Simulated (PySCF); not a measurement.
A small calculation by hand: oscillator strength and radiative lifetime

Te(OSiH3)2 (H₆O₂Si₂Te), SMILES O([Te]O[SiH3])[SiH3].

Geometry: B3LYP-D3(BJ)/def2-SVP. The structure was generated by enumeration, and PubChem lists no compound with its InChIKey, so it may never have been made. The def2 effective core potentials stand for the cores of Te; spin–orbit coupling is left out. One conformer was computed; it need not be the lowest.

TDA-PBE/def2-SVPD (PySCF) puts the first singlet state with f over 0.02 at 4.54 eV (vertical), with the transition dipole (0.442, -0.010, -0.043) in atomic units.

Find the oscillator strength, the wavelength and the radiative lifetime that this transition would have in vacuum if emission retraced absorption.


|μ|² = 0.1973 au, so |μ| = 1.13 D. ΔE = 4.54/27.211 = 0.1668 hartree. f = (2/3) ΔE |μ|² = 0.022 (the program prints 0.022).
λ = 1239.84/4.54 = 273 nm; ν = 36618 cm⁻¹.
Einstein's coefficient A = 0.6670 ν² f s⁻¹ (ν in cm⁻¹) = 2.0e7 s⁻¹, so τ = 1/A = 51 ns. This state is S4; the lower singlets have f = 0.001, 0.001, 0.004. The figure is the radiative limit of this one transition; relaxation, internal conversion, crossing to triplets and a medium change what is measured.
